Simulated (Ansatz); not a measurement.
Geometry optimisation, RKS r2SCAN-D4/6-31G* in Ansatz.

Input file:

```yaml
crystal:
  periodic: [false, false, false]
  atoms:
    - { symbol: "N", position_ang: [-1.7637, -1.441, 1.913] }
    - { symbol: Si, position_ang: [-0.4461, -1.5378, 0.9224] }
    - { symbol: O, position_ang: [-0.341, -0.0333, 0.2206] }
    - { symbol: C, position_ang: [0.8453, 0.2237, -0.6798] }
    - { symbol: Si, position_ang: [0.843, 1.9393, -1.4258] }
    - { symbol: H, position_ang: [-2.39145, -2.28784, 1.68077] }
    - { symbol: H, position_ang: [-1.45688, -1.69756, 2.87829] }
    - { symbol: H, position_ang: [0.7692, -1.7976, 1.7655] }
    - { symbol: H, position_ang: [-0.6867, -2.5366, -0.0716] }
    - { symbol: H, position_ang: [1.7274, 0.041, -0.1379] }
    - { symbol: H, position_ang: [0.6942, -0.4908, -1.4948] }
    - { symbol: H, position_ang: [-0.3722, 2.2505, -2.1691] }
    - { symbol: H, position_ang: [1.956, 2.0798, -2.343] }
    - { symbol: H, position_ang: [0.9754, 2.9784, -0.3207] }
basis:
  gaussian: { orbitals: "6-31G*" }
hamiltonian:
  xc: r2scan
  dispersion: d4
relax:
  f_tol: 0.015
  max_steps: 40
```

Launched with:

```bash
$ ansatz run input.yaml --threads 2 --pin off --max-ram 3072MiB --backend cpu --events-out ev --progress --plain --runs-dir out
```

Task: Where does it end, and by what steps?

Result: The run converged. After 12 steps the energy has fallen by 0.789 eV; H6 moved furthest, 0.56 Å.

```csv
step,energy less start (eV),largest force component (eV/Å),accepted
0,0.0000,3.154,yes
1,-0.5348,1.519,yes
2,-0.6750,0.536,yes
3,-0.6667,1.254,no
4,-0.7036,0.315,yes
5,-0.7395,0.208,yes
6,-0.7725,0.448,yes
7,-0.7869,0.100,yes
8,-0.7884,0.040,yes
9,-0.7887,0.056,yes
10,-0.7888,0.036,yes
11,-0.7888,0.112,no
12,-0.7890,0.008,yes
```

```xyz
14
Properties=species:S:1:pos:R:3
N -1.665 -1.737 1.973
Si -0.331 -1.606 0.904
O -0.214 -0.099 0.190
C 0.871 0.129 -0.722
Si 0.743 1.923 -1.324
H -2.606 -1.774 1.600
H -1.650 -1.244 2.857
H 0.911 -1.859 1.688
H -0.502 -2.630 -0.166
H 1.844 -0.044 -0.230
H 0.820 -0.570 -1.576
H -0.559 2.133 -2.012
H 1.852 2.217 -2.279
H 0.840 2.851 -0.165
```

Time of the run: 22 s on 2 threads of AMD EPYC 9R45 96-Core Processor (Zen 5) (shared host), peak memory 0.2 GiB.
